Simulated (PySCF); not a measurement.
Magnetisability: SMILES BrCC=C1CCC1, C6H9Br

Molfile (atoms numbered from 1):
```
C6H9Br
     RDKit          3D

 16 16  0  0  0  0  0  0  0  0999 V2000
    3.0555   -1.8377   -0.3669 Br  0  0  0  0  0  0  0  0  0  0  0  0
    2.3758    0.0279   -0.2614 C   0  0  0  0  0  0  0  0  0  0  0  0
    1.0876    0.1619   -0.9798 C   0  0  0  0  0  0  0  0  0  0  0  0
   -0.0860    0.1117   -0.3699 C   0  0  0  0  0  0  0  0  0  0  0  0
   -0.5066   -0.0594    1.0631 C   0  0  0  0  0  0  0  0  0  0  0  0
   -1.9753    0.0147    0.6041 C   0  0  0  0  0  0  0  0  0  0  0  0
   -1.5053    0.2011   -0.8512 C   0  0  0  0  0  0  0  0  0  0  0  0
    3.1646    0.6353   -0.7002 H   0  0  0  0  0  0  0  0  0  0  0  0
    2.2790    0.2295    0.8032 H   0  0  0  0  0  0  0  0  0  0  0  0
    1.1402    0.2618   -2.0554 H   0  0  0  0  0  0  0  0  0  0  0  0
   -0.1921    0.7457    1.7277 H   0  0  0  0  0  0  0  0  0  0  0  0
   -0.2101   -1.0097    1.5068 H   0  0  0  0  0  0  0  0  0  0  0  0
   -2.5311    0.8572    1.0090 H   0  0  0  0  0  0  0  0  0  0  0  0
   -2.5422   -0.8968    0.7755 H   0  0  0  0  0  0  0  0  0  0  0  0
   -1.7659    1.1588   -1.3006 H   0  0  0  0  0  0  0  0  0  0  0  0
   -1.7958   -0.5930   -1.5383 H   0  0  0  0  0  0  0  0  0  0  0  0
  1  2  1  0
  2  3  1  0
  3  4  2  3
  4  5  1  0
  5  6  1  0
  6  7  1  0
  7  4  1  0
  2  8  1  0
  2  9  1  0
  3 10  1  0
  5 11  1  0
  5 12  1  0
  6 13  1  0
  6 14  1  0
  7 15  1  0
  7 16  1  0
M  END
```

Level of theory: PySCF 2.14.0, GIAO PBE/pcSseg-1 magnetisability, rotational g tensor and spin-rotation constants, non-relativistic, gas phase. Geometry: GFN2-xTB.

The calculation is non-relativistic, which matters for the atoms heavier than Zn.

What are the magnetisability and the molar susceptibility?

Isotropic -1377 × 10⁻³⁰ J/T², or -82.9 × 10⁻⁶ cm³/mol; principal values -1470, -1377, -1285 × 10⁻³⁰ J/T², anisotropy 161 × 10⁻³⁰ J/T² (root of half the summed squared differences of the principal values). The susceptibility is in cgs units.

Split it along the inertial axes a, b, c into diamagnetic and paramagnetic parts about the centre of mass, with the quadrupole moment.


```csv
axis,χ (10⁻⁶ cm³/mol),diamagnetic (10⁻⁶ cm³/mol),paramagnetic (10⁻⁶ cm³/mol),summed x² of all electrons (Å²),quadrupole Θ (D Å)
a,-86.5,-366.6,280.1,383.1,-1.10
b,-80.3,-1778.6,1698.3,50.2,+0.40
c,-82.0,-1838.3,1756.3,36.2,+0.71
```
Anisotropies 2χaa − χbb − χcc = -10.8 and 2χbb − χaa − χcc = +8.0 × 10⁻⁶ cm³/mol. Θ is traceless in Buckingham's convention.

And the rotational g tensor?


```
axis  rotational constant (GHz)        g  nuclear part  electronic part
   a                     5.0655  -0.0238        0.6427          -0.6665
   b                     0.6764  -0.0054        0.5342          -0.5397
   c                     0.6544  -0.0048        0.5352          -0.5399
```
Asymmetric top; isotopes 79Br, 12C, 1H; no vibrational averaging.
